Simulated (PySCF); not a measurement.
## Radial density of Ni⁺ (nickel, charge +1)

B3LYP, [Ar] 3d8 4p1, one real determinant (an excited configuration). Computed with PySCF 2.14 in aug-cc-pVTZ with one added diffuse shell each of s, p, d, f, g type (9s8p6d4f3g, 118 functions), with no relativity, point nucleus.

```
r (bohr)  4πr²ρ (e/bohr)  4πr²(ρα − ρβ)
0.000960          0.1637         0.0000
 0.00161          0.4464         0.0000
 0.00271           1.188         0.0000
 0.00457           3.029         0.0000
 0.00768           7.202         0.0001
  0.0129           15.22         0.0003
  0.0217           26.44         0.0007
  0.0365           33.65         0.0027
  0.0615           29.20         0.0109
   0.103           28.57         0.0435
   0.174           38.25         0.1874
   0.293           22.62         0.8068
   0.492           18.03         1.9571
   0.828           16.89         1.8200
    1.39           4.317         0.7348
    2.34          0.8129         0.4348
    3.94          0.2343         0.2234
    6.63         0.01530         0.0153
    11.1       1.935e-05         0.0000
```

⟨L²⟩ = 14.01 against 20 for a pure G term, so this real determinant mixes terms.
